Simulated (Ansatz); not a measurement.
Molecule: AlI2, net charge 1, singlet state. 
Geometry from a B3LYP-D3(BJ)/def2-TZVP (Ansatz, a quantum-chemistry and plane-wave program) optimisation:
```xyz
3

Al     0.0000     0.0000     0.0000
I      0.0000     0.0000    -2.3695
I      0.0000     0.0000     2.3695
```
Charge +1, spin multiplicity 1.

Total electronic energies in hartree. Correlated levels leave the core frozen unless marked. Spin-orbit coupling is left out. Frozen are the shells of the preceding noble gas and the d and f shells that filled before the atom's block. Past Kr the def2 sets carry scalar-relativistic core potentials. Basis-set limits of correlation are two-point, X^-3; Hartree-Fock from the larger set.

```
level                                      program  energy (Eh)
----------------------------------  --------------  -----------
RI-HF/def2-TZVPPD                           Ansatz   -835.09840
r2SCAN/def2-TZVPD                           Ansatz   -837.88255
PBE0-D4/def2-TZVPD                  Ansatz + dftd4   -837.59344
PBE0/def2-TZVP                              Ansatz   -837.58956
r2SCAN0-D4/def2-TZVPD               Ansatz + dftd4   -837.82714
RI-MP2/def2-QZVPP                           Ansatz   -835.46557
RI-MP2/CBS(def2-TZVPP,def2-QZVPP)           Ansatz    -835.4960
CCSD/def2-QZVPP                             Ansatz   -835.49272
CCSD(T)/CBS(def2-TZVPP,def2-QZVPP)          Ansatz    -835.5442
```

Totals of different functionals don't rank their quality; only differences between species are comparable.
